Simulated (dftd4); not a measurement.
C3H7O2, doublet, at a GFN2-xTB geometry; D4 for hf run with dftd4.

Here is a job for dftd4.
```
$ dftd4 mol.xyz --func hf --charge 0 --json dftd4.json --noedisp --grad

# file mol.xyz
12

C      1.99023248     0.40467319     0.01228498
O      1.12307932    -0.62263764    -0.39845659
C     -0.16768770    -0.23805746    -0.67488860
C     -1.05351121    -0.05487559     0.66183113
O     -2.24162257     0.37092892     0.35792977
H      2.00415331     1.22731933    -0.71077847
H      1.69374747     0.80150983     0.99152291
H      2.98130173    -0.03750718     0.09120019
H     -0.64115609    -1.04556706    -1.23494497
H     -0.23155284     0.70585661    -1.22781825
H     -1.01524996    -1.01885081     1.20686636
H     -0.45709912     0.71046824     1.21280186
```

Problem. Predict the main parts of the log of this dftd4 run.

Solution. 
```
                    ____  _____ _____     ____  _  _
      -------------|  _ \|  ___|_   _|---|  _ \| || |------------
     |             | | | | |_    | | ___ | | | | || |_           |
     |             | |_| |  _|   | ||___|| |_| |__   _|          |
     |             |____/|_|     |_|     |____/   |_|            |
     |             ===================================           |
     |            E. Caldeweyher, S. Ehlert & S. Grimme          |
     |          Mulliken Center for Theoretical Chemistry        |
     |                    University of Bonn                     |
      -----------------------------------------------------------

Rational (Becke-Johnson) damping: hf-D4-ATM
---------------------
  s6         1.0000
  s8         1.6168
  s9         1.0000
  a1         0.4496
  a2         3.3574
 alp        16.0000
--------------------

Dispersion energy:      -2.6634029281207E-02 Eh

Gradient norm:           2.8982269224925E-03 Eh/a0
--------------------------------------------------
     #    Z           dE/dx      dE/dy      dE/dz
--------------------------------------------------
     1    6 C     1.372E-03  4.317E-04  7.730E-05
     2    8 O     8.434E-04 -5.802E-04 -5.214E-04
     3    6 C    -2.958E-04 -2.911E-04 -6.187E-04
     4    6 C    -9.073E-04 -1.167E-04  5.630E-04
     5    8 O    -1.148E-03  3.404E-04  4.139E-04
     6    1 H     3.894E-04  1.992E-04 -5.779E-05
     7    1 H     5.110E-04  1.655E-04  2.068E-04
     8    1 H     2.293E-04 -8.896E-07  3.212E-05
     9    1 H    -2.648E-05 -2.736E-04 -3.449E-04
    10    1 H    -1.345E-04  1.116E-04 -4.611E-04
    11    1 H    -3.380E-04 -1.659E-04  3.127E-04
    12    1 H    -4.945E-04  1.800E-04  3.981E-04
--------------------------------------------------

Virial:
--------------------------------------------------
      component           x          y          z
--------------------------------------------------
          x       1.928E-02  9.996E-04 -3.194E-03
          y       9.996E-04  3.358E-03  1.359E-03
          z      -3.194E-03  1.359E-03  6.139E-03
--------------------------------------------------

[Info] Dispersion results written to 'dftd4.txt'
[Info] JSON dump of results written to 'dftd4.json'
```
